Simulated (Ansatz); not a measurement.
Species: SnF$_{3}$ (charge -1, singlet). 
Geometry from a B3LYP-D3(BJ)/def2-TZVP (Ansatz, a program for electronic structure) optimisation:
```
Sn
F 1 2.0168
F 1 2.0168 2 95.34
F 1 2.0168 2 95.34 3 -95.89
```
Charge -1, spin multiplicity 1.

Parts of the frozen-core correlation energy in def2-SVP (Ansatz, hartree). Frozen orbitals: 12; correlated occupied orbitals by spin: 13 and 13; virtual: 43 and 43. No spin-orbit coupling. Past Kr the def2 sets carry scalar-relativistic core potentials.

```json
[
 {"term": "reference (HF)", "value": "-511.57829"},
 {"term": "MP2 opposite-spin", "value": "-0.46549"},
 {"term": "MP2 same-spin", "value": "-0.17601"},
 {"term": "CCSD correlation", "value": "-0.65029"},
 {"term": "(T)", "value": "-0.00949"},
 {"term": "T1 diagnostic", "value": "0.015"},
 {"term": "largest doubles amplitude", "value": "0.066"}
]
```
